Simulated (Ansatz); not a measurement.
BH10NSi3, SMILES `BN([SiH3])[SiH2][SiH3]`, relaxed with RKS PBE0-D4/def2-TZVP in Ansatz from a PBE-D4/def2-SVP geometry. The force threshold is 0.005 eV/Å; the program also tests the step.

Charge 0, multiplicity 1.

Start:

```xyz
15

B    -0.268    1.118   -1.231
N     0.346   -0.062   -0.737
Si    1.384   -1.068   -1.794
Si    0.115   -0.582    0.968
Si   -1.407    0.795    2.113
H    -0.093    1.464   -2.386
H    -0.977    1.788   -0.496
H     2.753   -1.183   -1.180
H     0.799   -2.451   -1.898
H     1.469   -0.433   -3.149
H     1.456   -0.583    1.659
H    -0.367   -2.012    0.964
H    -1.557    0.219    3.499
H    -0.902    2.205    2.230
H    -2.750    0.786    1.438
```

By how much does the energy fall, and how many steps does the optimiser take? (An estimate is asked.)

Computed: 6.85 kJ/mol, in 21 steps, 1 of them rejected.

Which bonds change most? (An estimate is asked.)

The calculation gave: N2–Si4 from 1.798 to 1.761 Å; N2–Si3 from 1.791 to 1.756 Å; B1–H7 from 1.222 to 1.201 Å; Si3–H9 from 1.505 to 1.486 Å.

Give the relaxed structure. (An estimate is asked.)

Ansatz gave: 
```xyz
15

B    -0.280    1.091   -1.237
N     0.370   -0.041   -0.715
Si    1.289   -1.092   -1.782
Si    0.255   -0.468    0.990
Si   -1.410    0.749    2.092
H    -0.177    1.358   -2.403
H    -0.938    1.792   -0.518
H     2.405   -1.683   -0.998
H     0.433   -2.197   -2.286
H     1.819   -0.305   -2.919
H     1.579   -0.259    1.641
H    -0.036   -1.928    1.075
H    -1.532    0.188    3.466
H    -1.061    2.189    2.198
H    -2.716    0.605    1.397
```
